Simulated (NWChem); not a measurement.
Species: C3H8N2Si; SMILES C=C1CN[Si@H]1N

```xyz
14

C      1.4668     1.8334     0.0248
C      0.4194     1.0115     0.0629
C     -1.0506     1.2966    -0.2323
N     -1.5265    -0.0778    -0.0950
Si    -0.0270    -0.7951     0.3981
N      0.5642    -2.1122    -0.5252
H      2.4771     1.4809     0.2568
H      1.3698     2.8944    -0.2384
H     -1.4879     2.0029     0.5020
H     -1.2121     1.7271    -1.2414
H     -2.5065    -0.3154    -0.1490
H      0.1327    -1.2833     1.8059
H      0.6351    -2.1010    -1.5350
H      1.0391    -2.8997    -0.1038
```
Atoms are numbered in this order, from 1.

Program: NWChem. Coordinates come from a PBE0/def2-SVP optimisation. Isolated, static molecule.

GIAO at PBE0/pcSseg-1: principal shieldings of Si5 are 341.9, 381.1, 427.8 ppm; an isolated tetramethylsilane molecule has σ = 351.9 ppm at the same levels.

### Question
Find the isotropic 29Si shift, its principal values, the span and the skew.

### Answer

1. σ(iso) = one third of the sum = 383.6 ppm.
2. δ = σ(reference) − σ = -31.7 ppm against tetramethylsilane.
3. δ11, δ22, δ33 = 10.0, -29.2, -75.9 ppm.
4. Span Ω = δ11 − δ33 = 85.9 ppm; skew κ = 3(δ22 − δ(iso))/Ω = 0.09.
